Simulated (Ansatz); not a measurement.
One change: `FC#C[SeH]` becomes `NC#C[SeH]`.

Ansatz, PBE0-D4/def2-TZVP geometries, multiplicity 1. Each molecule was computed in one conformer, which needn't be the lowest.

Scalar relativity is left out up to krypton.

```json
{"property": "HOMO energy (PBE0/def2-TZVPP) / eV", "`FC#C[SeH]`": "-6.74"}
{"property": "LUMO energy (PBE0/def2-TZVPP) / eV", "`FC#C[SeH]`": "-0.36"}
{"property": "size of the dipole moment (PBE/def2-TZVPP) / D", "`FC#C[SeH]`": "0.66"}
{"property": "HOMO energy (ωB97M-V/def2-TZVPP) / eV", "`FC#C[SeH]`": "-8.85"}
{"property": "zero-point energy (PBE0-D4/def2-TZVP) / kJ/mol", "`FC#C[SeH]`": "50.9"}
{"property": "size of the dipole moment (ωB97M-V/def2-TZVPP) / D", "`FC#C[SeH]`": "0.75"}
```

Problem. What does the change do to each property? (Estimate.)

Solution. Ansatz gave: 
```csv
property,`NC#C[SeH]`,shift
HOMO energy (PBE0/def2-TZVPP) / eV,-6.33,0.41
LUMO energy (PBE0/def2-TZVPP) / eV,0.22,0.58
size of the dipole moment (PBE/def2-TZVPP) / D,2.19,1.53
HOMO energy (ωB97M-V/def2-TZVPP) / eV,-8.43,0.42
zero-point energy (PBE0-D4/def2-TZVP) / kJ/mol,115.2,64.3
size of the dipole moment (ωB97M-V/def2-TZVPP) / D,2.14,1.39
```

With PBE0 the HOMO rises by 0.41 eV and the LUMO rises by 0.58 eV, so the gap widens by about 0.17 eV. PBE moves the HOMO by 0.34 eV and ωB97M-V by 0.42 eV. The zero-point energy changes by 64.3 kJ/mol with +6 modes. Dipoles are sizes alone; their direction can turn.

Spin–orbit coupling is left out; it splits and shifts lone-pair levels of the heavy atoms by tenths of an eV.
